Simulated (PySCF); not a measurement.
**How methods differ on the excitation energy of Gd(2+)**

Gd(2+) [Xe] 4f7 5d1 (9D) → Gd(2+) [Xe] 4f8 (7F), as a difference of total energies. Calculation: PySCF 2.14, in x2c-TZVPPall (11s7p7d4f2g, 113 functions); the spin-free X2C one-electron Hamiltonian (Gaussian nucleus). The calculations carry no spin-orbit coupling.

```json
{"method": "UHF", "excitation energy (eV)": "3.538"}
{"method": "BP86", "excitation energy (eV)": "-1.439"}
{"method": "PW91", "excitation energy (eV)": "-1.364"}
{"method": "LC-wPBE", "excitation energy (eV)": "-0.890"}
```
